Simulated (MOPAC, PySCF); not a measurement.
Br3Ga, SMILES `[Br][Ga]([Br])[Br]`, neutral singlet in the gas phase. 

Z-matrix (Å, degrees):
```
Ga
Br 1 2.2666
Br 1 2.2668 2 119.93
Br 1 2.2668 2 119.97 3 -179.92
```
Charge 0, spin multiplicity 1.

All levels are single points at this geometry (TPSSh-D3(BJ)/def2-TZVP); Pople sets use spherical d functions. Orbital energies aren't observables, and empty levels follow the basis.

HF/3-21G in PySCF gives HOMO (eV) = -11.50.

Task: Estimate the HOMO (eV) from each of these levels: TPSSh-D3(BJ)/def2-TZVP in PySCF; B3LYP/3-21G in PySCF; B3LYP/6-31G* in PySCF; BP86/6-31G* in PySCF; AM1 in MOPAC; PM3 in MOPAC; PM6 in MOPAC; PM7 in MOPAC.

Result: 
```tsv
level	HOMO (eV)
TPSSh-D3(BJ)/def2-TZVP in PySCF	-8.04
B3LYP/3-21G in PySCF	-8.13
B3LYP/6-31G* in PySCF	-8.35
BP86/6-31G* in PySCF	-7.45
AM1 in MOPAC	-11.50
PM3 in MOPAC	-13.33
PM6 in MOPAC	-11.28
PM7 in MOPAC	-10.94
```
